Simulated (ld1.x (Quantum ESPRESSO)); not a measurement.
# N (Z = 7): one change to a TM semilocal potential, before and after

- Element: nitrogen (N)
- Generator: ld1.x (Quantum ESPRESSO) 7.5
- Type: norm-conserving Troullier–Martins (semilocal form)
- Functional: PW91
- Relativity: scalar-relativistic
- Frozen core: [He]
- Valence charge: 5
- Reference configuration: 2s2 2p2.5 (charge +0.5)
- Partial waves: 2s (bound): rc 0.95 bohr; 2p (bound): rc 1.85 bohr
- Local potential: the p channel
- Core correction: Bessel-smoothed model core inside 0.70 bohr

All-electron outer shells of the reference configuration (PW91, scalar-relativistic, ld1.x):

| shell | level (eV) | outermost node (bohr) | outermost maximum (bohr) |
| --- | --- | --- | --- |
| 2s | -25.17 | 0.32 | 1.00 |
| 2p | -13.53 | – | 0.94 |

Change: wave 2p (bound): rc 1.85 bohr becomes 2p (bound): rc 2.04 bohr.

Cutoffs: the cutoffs (Ry, on a coarse ladder) from which the occupation-weighted sum of valence levels, in a spherical-Bessel basis at the reference potential, stays within 10 and 1 mRy of its value at 400 Ry; they do not see the model core or the augmentation charge, which bear on the density cutoff. Errors are all-electron minus pseudo energies relative to the spin-unpolarised reference configuration.

**Question.** What does the change do?

**Answer.** The potential gets neither clearly harder nor softer (55 Ry and 140 Ry → 55 Ry and 140 Ry); the s channel sets the loose cutoff, while the largest relative change is in p, which becomes softer; of the 7 tests that both files solve, the error grows in 7 and shrinks in 0 by more than 15 % and 0.3 meV (median size 26.6 → 34.6 meV); neither file shows a bound ghost. More of the atom is replaced by a form fitted at one configuration, so other configurations suffer. A semilocal file is local in each channel, so a ghost entry of none says nothing of the separable form that plane-wave codes build from it.

```csv
quantity,base,changed
"cutoff, loose",55 Ry,55 Ry
"cutoff, tight",140 Ry,140 Ry
loose cutoff by channel (10 mRy a level),"s 45 Ry, p 35 Ry","s 45 Ry, p 30 Ry"
bound ghosts,none,none
"error for 2s2 2p3, meV [ΔE -5.13 eV]",+0.1,+0.4
"error for 2s2 2p2, meV [ΔE 8.54 eV]",+6.6,+11
"error for 2s2 2p1, meV [ΔE 37.50 eV]",+187,+277
"error for 2s1 2p3, meV [ΔE 20.29 eV]",-38,-63
"error for 2s2 2p3.3, meV [ΔE -6.77 eV]",-2.6,-3.4
"error for 2s2 2p0, meV [ΔE 84.68 eV]",+1049,+1471
"error for 2s1 2p4, meV [ΔE 6.35 eV]",+27,+35
```
